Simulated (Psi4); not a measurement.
Job for Psi4: SAPT0/jun-cc-pV(D+d)Z on CH7FSi (a complex), monomers drawn apart or pushed together.

```
memory 1800 MB

molecule dimer {
0 1
F     0.46224565    0.63421046   -0.36073181
H     0.76977426    0.16002728    0.38073523
--
0 1
C    -1.46344474    0.19889219    3.93486434
Si    0.03431065   -0.85897874    4.29820485
H    -1.16685277    1.20807978    3.64556270
H    -2.10382358    0.26947670    4.81590039
H    -2.05036948   -0.22397577    3.11825528
H     0.90817005   -0.95198045    3.08802525
H    -0.34027377   -2.24664980    4.65245218
H     0.87029622   -0.28408869    5.37618332
units angstrom
symmetry c1
no_reorient
no_com
}

set {
  basis jun-cc-pV(D+d)Z
  scf_type df
  freeze_core true
}

energy('sapt0')
```

The log:

```
[...]
==> Input File <==

--------------------------------------------------------------------------
memory 1800 MB

molecule dimer {
0 1
F     0.46224565    0.63421046   -0.36073181
H     0.76977426    0.16002728    0.38073523
--
0 1
C    -1.46344474    0.19889219    3.93486434
Si    0.03431065   -0.85897874    4.29820485
H    -1.16685277    1.20807978    3.64556270
H    -2.10382358    0.26947670    4.81590039
H    -2.05036948   -0.22397577    3.11825528
H     0.90817005   -0.95198045    3.08802525
H    -0.34027377   -2.24664980    4.65245218
H     0.87029622   -0.28408869    5.37618332
units angstrom
symmetry c1
no_reorient
no_com
}

set {
  basis jun-cc-pV(D+d)Z
  scf_type df
  freeze_core true
}

energy('sapt0')
--------------------------------------------------------------------------


   => Loading Basis Set <=

    Name: JUN-CC-PV(D+D)Z
    Role: ORBITAL
    Keyword: BASIS
    atoms 1       entry F          line   290 file jun-cc-pv_dpd_z.gbs
    atoms 2, 5-10 entry H          line    60 file jun-cc-pv_dpd_z.gbs
    atoms 3       entry C          line   188 file jun-cc-pv_dpd_z.gbs
    atoms 4       entry SI         line   566 file jun-cc-pv_dpd_z.gbs

   => Loading Basis Set <=

    Name: JUN-CC-PV(D+D)Z
    Role: ORBITAL
    Keyword: BASIS
    atoms 1       entry F          line   290 file jun-cc-pv_dpd_z.gbs
    atoms 2, 5-10 entry H          line    60 file jun-cc-pv_dpd_z.gbs
    atoms 3       entry C          line   188 file jun-cc-pv_dpd_z.gbs
    atoms 4       entry SI         line   566 file jun-cc-pv_dpd_z.gbs


  //>>>>>>>>>>>>>>>>>>>>>>>>>>>>>>>>>>>//
  //              Dimer HF             //
  //<<<<<<<<<<<<<<<<<<<<<<<<<<<<<<<<<<<//

   => Libint2 <=

    Primary   basis highest AM E, G, H:  7, 6, 3
    Auxiliary basis highest AM E, G, H:  7, 7, 4
    Onebody   basis highest AM E, G, H:  -, -, -
    Solid Harmonics ordering:            Gaussian


   => Loading Basis Set <=

    Name: JUN-CC-PV(D+D)Z
    Role: ORBITAL
    Keyword: BASIS
    atoms 1       entry F          line   290 file jun-cc-pv_dpd_z.gbs
    atoms 2, 5-10 entry H          line    60 file jun-cc-pv_dpd_z.gbs
    atoms 3       entry C          line   188 file jun-cc-pv_dpd_z.gbs
    atoms 4       entry SI         line   566 file jun-cc-pv_dpd_z.gbs


         ---------------------------------------------------------
                                   SCF
               by Justin Turney, Rob Parrish, Andy Simmonett
                          and Daniel G. A. Smith
                              RHF Reference
                        1 Threads,   1716 MiB Core
         ---------------------------------------------------------

  ==> Geometry <==

    Molecular point group: c1
    Full point group: C1

    Geometry (in Angstrom), charge = 0, multiplicity = 1:

       Center              X                  Y                   Z               Mass
    ------------   -----------------  -----------------  -----------------  -----------------
         F            0.462245650000     0.634210460000    -0.360731810000    18.998403162730
         H            0.769774260000     0.160027280000     0.380735230000     1.007825032230
         C           -1.463444740000     0.198892190000     3.934864340000    12.000000000000
         SI           0.034310650000    -0.858978740000     4.298204850000    27.976926534650
         H           -1.166852770000     1.208079780000     3.645562700000     1.007825032230
         H           -2.103823580000     0.269476700000     4.815900390000     1.007825032230
         H           -2.050369480000    -0.223975770000     3.118255280000     1.007825032230
         H            0.908170050000    -0.951980450000     3.088025250000     1.007825032230
         H           -0.340273770000    -2.246649800000     4.652452180000     1.007825032230
         H            0.870296220000    -0.284088690000     5.376183320000     1.007825032230

  Running in c1 symmetry.

  Rotational constants: A =      0.30454  B =      0.01983  C =      0.01923 [cm^-1]
  Rotational constants: A =   9129.96749  B =    594.40315  C =    576.59996 [MHz]
  Nuclear repulsion =   96.831341753782553

  Charge       = 0
  Multiplicity = 1
  Electrons    = 36
  Nalpha       = 18
  Nbeta        = 18

  ==> Algorithm <==

  SCF Algorithm Type is DF.
  DIIS enabled.
  MOM disabled.
  Fractional occupation disabled.
  Guess Type is SAD.
  Energy threshold   = 1.00e-08
  Density threshold  = 1.00e-08
  Integral threshold = 1.00e-12

  ==> Primary Basis <==

  Basis Set: JUN-CC-PV(D+D)Z
    Blend: JUN-CC-PV(D+D)Z
    Number of shells: 48
    Number of basis functions: 98
    Number of Cartesian functions: 102
    Spherical Harmonics?: true
    Max angular momentum: 2

   => Loading Basis Set <=

    Name: (JUN-CC-PV(D+D)Z AUX)
    Role: JKFIT
    Keyword: DF_BASIS_SCF
    atoms 1       entry F          line   314 file jun-cc-pvdz-jkfit.gbs
    atoms 2, 5-10 entry H          line    70 file jun-cc-pvdz-jkfit.gbs
    atoms 3       entry C    
[...]
3    94A      6.661260
      95A      7.076345    96A      7.097453    97A      7.919591
      98A     42.850546

    Final Occupation by Irrep:
              A
    DOCC [    13 ]
    NA   [    13 ]
    NB   [    13 ]

  @DF-RHF Final Energy:  -330.29905827324217

   => Energetics <=

    Nuclear Repulsion Energy =             62.9025203997874982
    One-Electron Energy =                -580.5032714268029395
    Two-Electron Energy =                 187.3016927537732670
    Total Energy =                       -330.2990582732421672

Computation Completed


Properties will be evaluated at   0.000000,   0.000000,   0.000000 [a0]

Properties computed using the SCF density matrix


 Multipole Moments:

 ------------------------------------------------------------------------------------
     Multipole            Electronic (a.u.)      Nuclear  (a.u.)        Total (a.u.)
 ------------------------------------------------------------------------------------

 L = 1.  Multiply by 2.5417464519 to convert [e a0] to [Debye]
 Dipole X            :         22.7436846          -23.0228597           -0.2791751
 Dipole Y            :         24.8596558          -24.6826341            0.1770218
 Dipole Z            :       -205.0111341          204.9983085           -0.0128256
 Magnitude           :                                                    0.3308171

 ------------------------------------------------------------------------------------

  Constructing Basis Sets for SAPT...

   => Loading Basis Set <=

    Name: (JUN-CC-PV(D+D)Z AUX)
    Role: RIFIT
    Keyword: DF_BASIS_SAPT
    atoms 1       entry F          line   232 file jun-cc-pvdz-ri.gbs
    atoms 2, 5-10 entry H          line    30 file jun-cc-pvdz-ri.gbs
    atoms 3       entry C          line   100 file jun-cc-pvdz-ri.gbs
    atoms 4       entry SI         line   376 file jun-cc-pvdz-ri.gbs

   => Loading Basis Set <=

    Name: (JUN-CC-PV(D+D)Z AUX)
    Role: JKFIT
    Keyword: DF_BASIS_ELST
    atoms 1       entry F          line   314 file jun-cc-pvdz-jkfit.gbs
    atoms 2, 5-10 entry H          line    70 file jun-cc-pvdz-jkfit.gbs
    atoms 3       entry C          line   146 file jun-cc-pvdz-jkfit.gbs
    atoms 4       entry SI         line   506 file jun-cc-pvdz-jkfit.gbs


  //>>>>>>>>>>>>>>>>>>>>>>>>>>>>>>>>>>>//
  //               SAPT0               //
  //<<<<<<<<<<<<<<<<<<<<<<<<<<<<<<<<<<<//



        SAPT0
    Ed Hohenstein
     6 June 2009

      Orbital Information
  --------------------------
    NSO        =        98
    NMO        =        98
    NRI        =       313
    NRI (Elst) =       440
    NOCC A     =         5
    NOCC B     =        13
    FOCC A     =         1
    FOCC B     =         6
    NVIR A     =        93
    NVIR B     =        85

    Elst10,r            =    -0.000837901097 [Eh]
    Exch10              =     0.000110233550 [Eh]
    Exch10 (S^2)        =     0.000110221259 [Eh]

    Maxiter = 50
    CPHF R converge = 1.000000E-08

    Iter     Energy [mEh]          dE [mEh]         Residual      Time [s]
       1      -0.00197976       0.001979756     3.471752e-04             0
       2      -0.00229511       0.000315352     1.795634e-04             0
       3      -0.00247332       0.000178206     3.376510e-05             0
       4      -0.00246076      -0.000012552     7.717614e-06             0
       5      -0.00245824      -0.000002526     1.413425e-06             0
       6      -0.00245911       0.000000874     2.563804e-07             0
       7      -0.00245899      -0.000000126     4.959493e-08             0
       8      -0.00245900       0.000000010     9.907096e-09             0

    CHF Iterations converged

    Maxiter = 50
    CPHF R converge = 1.000000E-08

    Iter     Energy [mEh]          dE [mEh]         Residual      Time [s]
       1      -0.18437544       0.184375437     2.434026e-03             0
       2      -0.24034445       0.055969013     7.566201e-04             0
       3      -0.24448501       0.004140559     1.165922e-04             0
       4      -0.24366720      -0.000817813     3.749069e-05             0
       5      -0.24357906      -0.000088132     7.424865e-06             0
       6      -0.24362166       0.000042593     1.511288e-06             0
       7      -0.24361877      -0.000002890     3.343177e-07             1
       8      -0.24361821      -0.000000559     6.169099e-08             1
       9      -0.24361834       0.000000127     1.569354e-08             1
      10      -0.24361834       0.000000001     2.846950e-09             1

    CHF Iterations converged

    Ind20,r (A<-B)      =    -0.000002458996 [Eh]
    Ind20,r (B<-A)      =    -0.000243618337 [Eh]
    Ind20,r             =    -0.000246077334 [Eh]
    Exch-Ind20,r (A<-B) =     0.000000446192 [Eh]
    Exch-Ind20,r (B<-A) =     0.000030004892 [Eh]
    Exch-Ind20,r        =     0.000030451083 [Eh]
    Disp20              =    -0.000227586064 [Eh]
    Disp20 (SS)         =    -0.000113793032 [Eh]
    Disp20 (OS)         =    -0.000113793032 [Eh]
    Exch-Disp20         =     0.000005043880 [Eh]
    Exch-Disp20 (SS)    =     0.000002954464 [Eh]
    Exch-Disp20 (OS)    =     0.000002089416 [Eh]

    SAPT Results
  --------------------------------------------------------------------------------------------------------
    Electrostatics                 -0.83790110 [mEh]      -0.52579088 [kcal/mol]      -2.19990903 [kJ/mol]
      Elst10,r                     -0.83790110 [mEh]      -0.52579088 [kcal/mol]      -2.19990903 [kJ/mol]

    Exchange                        0.11023355 [mEh]       0.06917260 [kcal/mol]       0.28941815 [kJ/mol]
      Exch10                        0.11023355 [mEh]       0.06917260 [kcal/mol]       0.28941815 [kJ/mol]
      Exch10(S^2)                   0.11022126 [mEh]       0.06916488 [kcal/mol]       0.28938588 [kJ/mol]

    Induction                      -0.23483378 [mEh]      -0.14736042 [kcal/mol]      -0.61655600 [kJ/mol]
      Ind20,r                      -0.24607733 [mEh]      -0.15441586 [kcal/mol]      -0.64607595 [kJ/mol]
      Exch-Ind20,r                  0.03045108 [mEh]       0.01910834 [kcal/mol]       0.07994931 [kJ/mol]
      delta HF,r (2)               -0.01920753 [mEh]      -0.01205291 [kcal/mol]      -0.05042936 [kJ/mol]

    Dispersion                     -0.22254218 [mEh]      -0.13964733 [kcal/mol]      -0.58428442 [kJ/mol]
      Disp20                       -0.22758606 [mEh]      -0.14281241 [kcal/mol]      -0.59752713 [kJ/mol]
      Exch-Disp20                   0.00504388 [mEh]       0.00316508 [kcal/mol]       0.01324270 [kJ/mol]
      Disp20 (SS)                  -0.11379303 [mEh]      -0.07140621 [kcal/mol]      -0.29876356 [kJ/mol]
      Disp20 (OS)                  -0.11379303 [mEh]      -0.07140621 [kcal/mol]      -0.29876356 [kJ/mol]
      Exch-Disp20 (SS)              0.00295446 [mEh]       0.00185395 [kcal/mol]       0.00775695 [kJ/mol]
      Exch-Disp20 (OS)              0.00208942 [mEh]       0.00131113 [kcal/mol]       0.00548576 [kJ/mol]

  Total HF                         -0.96250132 [mEh]      -0.60397870 [kcal/mol]      -2.52704688 [kJ/mol]
  Total SAPT0                      -1.18504351 [mEh]      -0.74362603 [kcal/mol]      -3.11133131 [kJ/mol]

  Special recipe for scaled SAPT0 (see Manual):
    Electrostatics sSAPT0          -0.83790110 [mEh]      -0.52579088 [kcal/mol]      -2.19990903 [kJ/mol]
    Exchange sSAPT0                 0.11023355 [mEh]       0.06917260 [kcal/mol]       0.28941815 [kJ/mol]
    Induction sSAPT0               -0.23482359 [mEh]      -0.14735403 [kcal/mol]      -0.61652925 [kJ/mol]
    Dispersion sSAPT0              -0.22254050 [mEh]      -0.13964627 [kcal/mol]      -0.58427999 [kJ/mol]
  Total sSAPT0                     -1.18503163 [mEh]      -0.74361858 [kcal/mol]      -3.11130013 [kJ/mol]
  --------------------------------------------------------------------------------------------------------



*** Psi4 exiting successfully. Buy a developer a beer!
```

The run finished.

Cost: very roughly 9 core-seconds.
